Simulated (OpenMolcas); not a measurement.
Nb.

```json
{
  "Program": "OpenMolcas",
  "Basis": "ANO-RCC-VTZP [7s6p4d2f1g]",
  "Scalar Hamiltonian": "DKH2, point nucleus",
  "Active space": "5 electrons in 9 orbitals (RAS2 4d 5s; RAS3 5p, at most 2 electrons)",
  "State averaging": "2S+1 = 6 even, 6 roots; 2S+1 = 4 even, 77 roots kept (CI in the orbitals of an earlier block, 50 in the spin-orbit step); 2S+1 = 2 even, 86 roots kept (CI in the orbitals of an earlier block); 2S+1 = 6 odd, 45 roots (36 in the spin-orbit step); 2S+1 = 4 odd, 85 roots kept (CI in the orbitals of an earlier block, 35 in the spin-orbit step); 2S+1 = 2 odd, 86 roots kept (CI in the orbitals of an earlier block, 6 in the spin-orbit step)",
  "Spin-orbit coupling": "state interaction with AMFI integrals over the reference wave functions, term energies averaged over their components"
}
```

Two sets of levels on these reference wave functions, in eV above 4d⁴ 5s ⁶D_1/2: one from RASSCF and one from MS-RASPT2, IPEA 0.25 Eh, imaginary shift 0.1 Eh (closed shells correlated: 4s 4p).

| Level | Set 1 | Set 2 |
| --- | --- | --- |
| 4d⁴ 5s ⁶D_1/2 | 0.0000 | 0.0000 |
| 4d⁴ 5s ⁶D_3/2 | 0.0184 | 0.0178 |
| 4d⁴ 5s ⁶D_5/2 | 0.0471 | 0.0460 |
| 4d⁴ 5s ⁶D_7/2 | 0.0841 | 0.0830 |
| 4d⁴ 5s ⁶D_9/2 | 0.1278 | 0.1273 |
| 4d³ 5s² ⁴F_3/2 | 0.1083 | 0.615 |
| 4d³ 5s² ⁴F_5/2 | 0.1542 | 0.659 |
| 4d³ 5s² ⁴F_7/2 | 0.2149 | 0.716 |
| 4d³ 5s² ⁴F_9/2 | 0.286 | 0.784 |
| 4d⁴ 5s ⁴P_1/2(1) | 0.497 | 1.072 |
| 4d⁴ 5s ⁴P_3/2(1) | 0.526 | 1.117 |
| 4d⁴ 5s ⁴P_5/2(1) | 0.588 | 1.201 |
| 4d⁴ 5s ⁴D_1/2(1) | 1.107 | 1.354 |
| 4d⁴ 5s ⁴D_3/2(1) | 1.144 | 1.384 |
| 4d⁴ 5s ⁴D_5/2(1) | 1.187 | 1.426 |
| 4d³ 5s 5p ⁶G°_3/2 | 2.183 | 1.464 |

Question: Which set is which?

Answer: Set 1 is MS-RASPT2. Its levels of the other terms of 4d⁴ 5s lie at 0.46 to 0.83 of the other set's values, as expected, since terms of lower spin or lower L gain more correlation energy than the Hund ground term. Against 8 measured levels (NIST Handbook of Basic Atomic Spectroscopic Data) the mean absolute deviation is 200 cm-1 with it and 1800 cm-1 without; single levels miss by up to 490 cm-1 with it.

CASPT2 breaks the degeneracy within a term, and the mean is taken; among the terms shown or strongly mixed into the levels shown the widest spread is 1800 cm-1 (4d³ 5s² ⁴F, MS-RASPT2). Over all roots computed the reference weight is 0.86 to 0.91 in MS-RASPT2; the roots of lowest weight are the least certain, and an intruder state may touch them. Some high roots are left out of the spin-orbit mixing, which shifts the levels that they would mix with. Terms from blocks run as CI alone lack orbitals of their own. Configurations are named by rounded mean occupations; where the s occupation lies near a half they are strongly mixed, a name can repeat and a true partner stay unpaired. A single d shell beside an s shell can misplace configurations of different d count against each other. Without dynamic correlation excited terms often stand tens of per cent too high (terms of higher spin than the ground term too low), and those without a measured partner can miss by more than the paired ones (holds for RASSCF). Blocks of more than 70 roots (2S+1 = 2 even) ran without multistate coupling (holds for MS-RASPT2). The CASPT2 spread within a term exceeds the gap to the next term for 4d⁴ 5s ⁶D and 4d³ 5s² ⁴F, so the order of their levels is uncertain, and so are names and mixing where such terms share a J (holds for MS-RASPT2). Measured partners are found by configuration, term and J. A level has none where our copy of the source lacks it or the pairing is in doubt (some pairs that miss far off the trend of their configuration count as doubtful), and it then counts in no deviation. Only configurations of the active space appear. Levels that lie high or do not pair safely by name in every column are left out.

A number in round brackets counts repeated terms of one configuration in the order of the reference energies. ° marks odd parity.
